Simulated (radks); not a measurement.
Effect of the nuclear size on the lead ion Pb2+, [Hg]. All-electron calculation, Dirac Kohn-Sham, relativistic LDA (MacDonald-Vosko exchange, VWN5 correlation), spin-unpolarised, spherical densities, finite nucleus; Fermi nuclear charge, rms radius 5.5012 fm. Program: a radial shooting solver on a logarithmic mesh with Libxc functionals. The rms radius is varied about that value; shifts are against it.

rms radius (fm)  total energy shift (eV)  density at nucleus (e/bohr^3)  1s1/2 shift (meV)  2s1/2 shift (meV)  5s1/2 shift (meV)  5p1/2 shift (meV)  6s1/2 shift (meV)  6p1/2 (empty) shift (meV)  7s1/2 (empty) shift (meV)
4.621                              -38.4                      2.905e+06             -15200              -2310              -27.9              0.646              -3.20                      0.568                     -0.503
5.0171                             -21.6                      2.803e+06              -8550              -1300              -15.7              0.362              -1.80                      0.319                     -0.283
5.5012                                 0                      2.693e+06              0.000              0.000              0.000              0.000              0.000                      0.000                      0.000
5.9468                              20.9                      2.603e+06               8260               1260               15.2             -0.347               1.74                     -0.308                      0.273
6.1393                              30.2                      2.568e+06              11900               1810               21.9             -0.501               2.51                     -0.445                      0.395

Slopes of the eigenvalues against <r^2> in GHz/fm^2, as finite differences over the two radii next to the reference (eigenvalue slopes, not the field-shift constants of lines): 1s1/2 399000, 2s1/2 60600, 5s1/2 732, 5p1/2 -16.8, 6s1/2 83.9, 6p1/2 (empty) -14.9, 7s1/2 (empty) 13.2.
